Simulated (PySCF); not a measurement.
**Static response to an electric field**

C₅H₁₀N₂.
Numbering: `[NH2:1][N:2]=[C:3]1[CH2:4][CH2:5][CH2:6][CH2:7]1` (hydrogens: H8, H9 on N1; H10, H11 on C4; H12, H13 on C5; H14, H15 on C6; H16, H17 on C7)

Geometry (GFN2-xTB, Å), atoms numbered from 1 in this order:
```
atom  x, y, z in Å
N1     2.8197   -0.1818   -0.5385
N2     1.7894    0.7079   -0.5043
C3     0.6032    0.3438   -0.2658
C4     0.0877   -1.0249    0.1276
C5    -1.4322   -0.8569    0.1681
C6    -1.6359    0.6225    0.4980
C7    -0.5386    1.3189   -0.3055
H8     2.7040   -1.0440   -0.0105
H9     3.6948    0.2881   -0.3523
H10    0.4037   -1.7961   -0.5776
H11    0.4781   -1.2912    1.1162
H12   -1.9066   -1.5164    0.8942
H13   -1.8528   -1.0731   -0.8155
H14   -2.6337    0.9738    0.2392
H15   -1.4779    0.7902    1.5652
H16   -0.2536    2.2907    0.0931
H17   -0.8564    1.4605   -1.3417
```

Level: CAM-B3LYP/def2-SVPD (PySCF), static field, nuclei fixed, core orbitals frozen in the response. The polarisability tensor in these axes (au):

```
x   95.59 -2.06 -5.46
y   -2.06 70.64 -2.25
z   -5.46 -2.25 59.42
```

Problem. What are the eigenvalues, a third of the trace, and Δα (Δα² = ½Σ(αi − αj)² over the three pairs)?

Solution. Principal values 58.10, 71.04 and 96.51 au; mean 75.22 au = 11.15 Å³ = 12.40 × 10⁻⁴⁰ C²·m²/J; Δα = 33.85 au (45 % of the mean).

Problem. What is the dipole moment, and where does it point?

Solution. (-0.56, -1.45, 1.42) D, 2.10 D in size, pointing from the negative to the positive side. Measured along this direction, the outermost atoms are H17 at the negative end and H12 at the positive end.

Problem. How large is μ²/3kT at 298 K beside α?

Solution. In Gaussian units μ²/3kT = 35.86 Å³ against 11.15 Å³, a ratio of 3.22; the Debye molar polarisation (4π/3)N_A(α + μ²/3kT) is 118.6 cm³/mol, leaving out the vibrational part.

Problem. Along which axes do the principal values lie, and how far do the nuclei extend along each?

Solution. Largest value along (0.99, -0.07, -0.14), where the nuclei span 6.38 Å; middle along (0.04, 0.98, -0.21), 3.95 Å; least along (0.15, 0.20, 0.97), 2.73 Å. The response follows the extents in order.

Problem. Refractivity n − 1 of an ideal gas of it at 500 K and 1 atm, from the electronic α?

Solution. N = p/kT = 1.4678 × 10¹⁹ cm⁻³, so n − 1 = 2π × N × 11.15 × 10⁻²⁴ cm³ = 1028 × 10⁻⁶ at long wavelengths.

The structure is a single GFN2-xTB conformer in the gas phase; no vibrational or solvent corrections.
